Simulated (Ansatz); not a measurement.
CH5ClOSi, SMILES `OC([SiH3])Cl`. Charge 0, multiplicity 1. Geometry: relaxed with PBE0-D4/def2-TZVP. It is one conformer, not always the lowest.

```xyz
9

O     0.575   -1.546    0.051
C     0.543   -0.235   -0.373
Si   -0.764    0.731    0.614
Cl    0.077   -0.104   -2.133
H     1.285   -2.016   -0.400
H     1.527    0.243   -0.340
H    -2.087    0.110    0.380
H    -0.744    2.137    0.143
H    -0.412    0.679    2.057
```

Question: What is the dipole moment at PBE/def2-TZVPP? (An estimate is asked.)

Answer: Ansatz gave: 1.74 D, with components (1.55, -0.15, 0.77) D in this frame, pointing from negative to positive charge.

Question: And with r2SCAN, B3LYP, ωB97M-V? (Estimate.)

Answer: Computed: r2SCAN 1.81 D, B3LYP 1.76 D, ωB97M-V 1.76 D.

Question: Give the Mulliken charges with PBE, r2SCAN, ωB97M-V in def2-TZVPP. (An estimate is asked.)

Answer: Computed: 
```tsv
atom	PBE	r2SCAN	ωB97M-V
O1	-0.26	-0.31	-0.28
C2	0.04	0.10	-0.03
Si3	0.21	0.29	0.17
Cl4	-0.18	-0.20	-0.15
H5	0.19	0.20	0.18
H6	0.12	0.09	0.14
H7	-0.03	-0.05	0.00
H8	-0.04	-0.05	-0.01
H9	-0.05	-0.07	-0.02
```

B3LYP here is the variant with VWN-RPA as its local correlation; programs differ in this.
